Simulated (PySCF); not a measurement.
# Two-component Hartree-Fock for Os⁺ (osmium, charge +1)

Start: [Xe] 4f14 5d7; 5d3/2 filled at m_j = +1/2, +3/2; 5d5/2 filled at m_j = -3/2, -1/2, +1/2, +3/2, +5/2. Calculated with PySCF 2.14 in x2c-TZVPall-2c with one added diffuse shell each of s, p, d type (12s12p11d2f, 117 functions): generalised Hartree-Fock with the X2C-1e Hamiltonian and a Gaussian nucleus; spin-orbit coupling (SO) screened by Boettger's factors. This is a chosen level, not necessarily the ground level.

```
spinor shell  electrons  ε, screened SO (eV)  weight of nominal j (screened SO)  rms radius, screened SO (bohr)
       1s1/2          2             -74259.4                              1.000                          0.0201
       2s1/2          2             -13079.5                              1.000                          0.0809
       2p1/2          2             -12500.5                              1.000                          0.0687
       2p3/2          4             -10963.5                              1.000                          0.0764
       3s1/2          2              -3111.5                              1.000                           0.207
       3p1/2          2              -2853.2                              1.000                           0.198
       3p3/2          4              -2512.6                              1.000                           0.214
       3d3/2          4              -2085.0                              1.000                           0.188
       3d5/2          6              -2011.6                              1.000                           0.193
       4s1/2          2              -694.26                              1.000                           0.459
       4p1/2          2              -584.75                              1.000                           0.466
       4p3/2          4              -503.67                              1.000                           0.499
       4d3/2          4              -323.63                              1.000                           0.519
       5s1/2          2              -112.66                              1.000                            1.09
       5p1/2          2              -77.808                              0.775                            1.10
       4f5/2          6              -77.296                              0.926                           0.669
       4f7/2          8              -74.382                              0.997                           0.612
       5p3/2          4              -63.257                              0.992                            1.29
       5d3/2          2              -18.201                              0.545                            1.92
       5d5/2          5              -17.096                              0.479                            1.96
```

Task: Where does 4d5/2 lie, and what is the 4d spin-orbit splitting (screened SO)?

Result: At -307.92 eV, 15.705 eV above 4d3/2.

```csv
quantity,screened SO
E (hartree),-17263.44080
M_J,9/2
⟨J²⟩,24.813
⟨L²⟩,12.645
⟨S²⟩,3.779
```

Each row is a mean over spinors that exchange with the open shell spreads, by up to 6.601 eV (5p3/2).

Rows whose weight is well below 1 are mixtures of j = l ± 1/2: exchange outweighs spin-orbit coupling there, and the label is only the starting occupation.

⟨J²⟩ departs a little from M_J(M_J + 1) because the unrestricted spinors polarise the closed shells.

Breit and QED terms are absent; they matter most for the inner s and p1/2 levels.

Densities and radii are taken from the X2C orbitals without a picture-change correction, which distorts them close to the nucleus.
